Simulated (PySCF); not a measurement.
C5H3Br, SMILES C#CC(Br)=C=C.

Geometry: PBE0-D3(BJ)/def2-SVP. The structure was generated by enumeration, and PubChem lists no compound with its InChIKey, so it may never have been made.

Method: PySCF with SMD-PBE0/6-31G*.

Solvation free energies are E(SMD) − E(gas) at the gas-phase geometry, for 1 M in both phases. Bromine has the revised SMD18 radius of 2.60 Å. In vacuum the dipole moment is 1.88 D.

```tsv
solvent	ΔG(solv) (kcal/mol)	its non-electrostatic (CDS) part	dipole (D)
water	-1.1	4.3	2.79
tetrahydrofuran	-5.0	-0.6	2.62
acetonitrile	-5.8	-0.5	2.76
```
